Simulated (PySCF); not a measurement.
Ni (nickel, neutral): UHF calculation

Configuration: [Ar] 3d8 4s2, high-spin 3F determinant. Computed with PySCF 2.14 in def2-SVP, with no relativity, point nucleus.

- Total energy: -1506.643119 hartree
- One-electron energy: -2093.2034 hartree
- Hartree (Coulomb) energy: 648.2997 hartree
- Exchange energy: -61.7394 hartree
- Kinetic energy: 1506.42058 hartree
- ⟨S²⟩: 2.0044
- ⟨L²⟩: 12.017
- Sum of ⟨r⟩: 21.95 bohr
- Sum of ⟨r²⟩: 37.93 bohr²
- Density at the nucleus (Gaussians lack the cusp): 14000 bohr⁻³
- Spin density at the nucleus: 0.428 bohr⁻³
- Langevin diamagnetic susceptibility: -30.0 ×10⁻⁶ cm³/mol
- Time after the integrals: 0.11 s of wall time on 1 thread of Neoverse-V1 (shared host)

```csv
shell,electrons,mean orbital energy (eV),spread (eV),"rms radius, mean of both spins (bohr)"
1s α,1,-8315.5,0,0.0635
1s β,1,-8315.5,0,0.0635
2s α,1,-1032.3,0,0.268
2s β,1,-1030.3,0,0.268
2p α,3,-897.15,0,0.239
2p β,3,-895.17,0,0.239
3s α,1,-135.33,0,0.805
3s β,1,-130.04,0,0.805
3p α,3,-92.143,0,0.855
3p β,3,-85.767,0,0.855
3d α,5,-20.005,1.445,1.08
3d β,3,-17.430,0,1.08
4s α,1,-7.646,0,3.34
4s β,1,-7.185,0,3.34
```
